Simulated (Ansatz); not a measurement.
```xyz
5

C    -0.0191   -0.0155   -0.6165
C     0.0037    0.0045    0.7217
H     0.0193    0.7334    1.5278
H    -0.0184   -1.0166   -1.2001
H    -0.0338    0.8589   -1.2028
```

Basis set: 6-31G (spherical functions). Frozen core: 2 orbitals. Charge 0, multiplicity 2.

Computed with Ansatz (development build ahead of 0.2.0); each method stands on the lowest determinant of its kind that the runs found.

Task: Give the atomization energy at this shape (free ground-state atoms in the same class of orbitals less the molecule, no zero-point energy) of doublet C2H3 by UHF-MP2, UHF.

Result:

```tsv
method	atomization energy
UHF-MP2	16.46 eV
UHF	13.89 eV
```

Caution: the unrestricted determinant is spin contaminated.

This basis has no polarisation functions and is too small for such energies, which can lie far from measured ones in either direction.
